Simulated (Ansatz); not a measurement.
This geometry of C$_{2}$H$_{8}$SSi (12 atoms, charge 0, multiplicity 1) is a first-order saddle point.

Computed with Ansatz 0.2.0, RKS B3LYP/def2-SVP.

```xyz
12
Properties=species:S:1:pos:R:3
Si -0.352 -0.352 0.727
S 1.378 -1.917 -0.655
H 0.507 -1.854 0.642
C 0.676 1.256 0.706
C -1.599 -0.158 -0.702
H 2.432 -1.468 0.065
H 0.037 2.066 1.103
H 1.564 1.195 1.354
H 0.991 1.545 -0.310
H -2.400 0.519 -0.353
H -1.158 0.285 -1.610
H -2.077 -1.115 -0.967
```

Task: Which two structures does it join? (They come from a converged band through this point; their orientation in space is the band's.)

Result: Bonds broken: Si1–S2, Si1–H3. Bonds formed: S2–H3. C2H8SSi becomes C2H6Si + H2S.

First end point:

```xyz
12
Properties=species:S:1:pos:R:3
Si 0.045 -0.459 0.234
S 1.423 -1.581 -1.024
H -0.235 -1.242 1.476
C 0.757 1.219 0.716
C -1.528 -0.275 -0.785
H 2.401 -1.672 -0.091
H 0.037 1.779 1.337
H 1.686 1.112 1.299
H 0.983 1.820 -0.179
H -2.293 0.277 -0.213
H -1.330 0.281 -1.715
H -1.946 -1.258 -1.054
```

Last end point:

```xyz
12
Properties=species:S:1:pos:R:3
Si -0.480 -0.222 0.924
S 1.335 -1.748 -0.469
H 1.014 -2.935 0.095
C 0.627 1.344 0.634
C -1.620 -0.050 -0.632
H 2.349 -1.536 0.403
H 0.010 2.205 0.958
H 1.527 1.357 1.271
H 0.923 1.542 -0.412
H -2.365 0.728 -0.369
H -1.123 0.282 -1.560
H -2.196 -0.967 -0.842
```

Task: How far does it lie above each of them?

Result: 2.79 eV above the first and 0.26 eV above the second. This is the barrier of this one path; another mechanism may lie lower. The orbitals stay closed-shell, which can raise the energy where a bond breaks towards radicals; this wasn't checked here.

Time of the run: 2.6 min on 2 threads of Intel(R) Xeon(R) Platinum 8488C (Sapphire Rapids), on a shared host, peak memory 0.24 GiB.
